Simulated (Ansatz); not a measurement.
Coupled-cluster diagnostics for the cluster Ta₃⁻ (the lowest singlet isomer of a short search), Ansatz.

Geometry of the singlet (PBE-D4/def2-TZVPD):

Cartesian coordinates in Å:
```
Ta 0.8022 -1.0297 0.7743
Ta 0.3827 1.1928 0.1600
Ta -1.1849 -0.1631 -0.9343
```

In the def2 sets Ta takes a core potential; there is no spin–orbit coupling. Correlated methods freeze no core orbitals; core or outer-core shells of Ta are correlated, in sets that lack core-valence functions. At PBE0-D4/def2-TZVPD a quintet of charge -1 lies 0.66 eV below the restricted singlet, each at its own geometry. The structure comes from a short search, and lower isomers may exist.

Problem. Estimate the CCSD(T) correlation energy, the shares of MP2 and (T), T1 and the reference's ⟨S²⟩ for: charge -1, singlet, own geometry in def2-TZVPPD; and the rough time on 4 threads of Intel Xeon 6975P-C on a shared host.

Solution. 
```csv
state,basis,correlation (eV),MP2 share (%),(T) share (%),T1,⟨S²⟩ (pure),wall time,remarks
"charge -1, singlet, own geometry",def2-TZVPPD,-38.062,100.1,10.8,0.211,0.00 (0.00),4.3 min,"flagged by the program, large T1, restricted SCF unstable at other levels, stability undecided"
```
Customary marks for T1 are 0.02 (closed shells), 0.045 (open shells) and about 0.05 (3d metals). T1 exceeds 0.02 in 1 of 1 rows and 0.045 in 1; the higher it lies, the less the single-reference result can be trusted.
